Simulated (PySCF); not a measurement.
CCl2, SMILES Cl[C]Cl (connectivity only; charge and spin as stated), neutral, multiplicity 1.

Geometry optimised at PBE0-D3(BJ)/def2-TZVP. The isomer is the one that the SMILES or the coordinates give; other isomers of the formula were not compared.

Computed with HF/def2-TZVPD (PySCF).

Symmetry labels are those of the subgroup C2v that the program uses (full group C2v).

Problem. List the valence orbital energies around the gap with their symmetry. (The exact figures need the calculation; the answer reports its results.)

Solution. 
```json
[
 {"orbital": "HOMO−7", "symmetry": "B2", "energy (eV)": "-30.78"},
 {"orbital": "HOMO−6", "symmetry": "A1", "energy (eV)": "-21.99"},
 {"orbital": "HOMO−5", "symmetry": "B2", "energy (eV)": "-16.88"},
 {"orbital": "HOMO−4", "symmetry": "A1", "energy (eV)": "-15.95"},
 {"orbital": "HOMO−3", "symmetry": "B1", "energy (eV)": "-15.20"},
 {"orbital": "HOMO−2", "symmetry": "A2", "energy (eV)": "-13.26"},
 {"orbital": "HOMO−1", "symmetry": "B2", "energy (eV)": "-12.81"},
 {"orbital": "HOMO", "symmetry": "A1", "energy (eV)": "-10.87"},
 {"orbital": "LUMO", "symmetry": "B1", "energy (eV)": "0.79"},
 {"orbital": "LUMO+1", "symmetry": "A1", "energy (eV)": "1.57"},
 {"orbital": "LUMO+2", "symmetry": "B2", "energy (eV)": "1.69"},
 {"orbital": "LUMO+3", "symmetry": "B1", "energy (eV)": "2.35"}
]
```
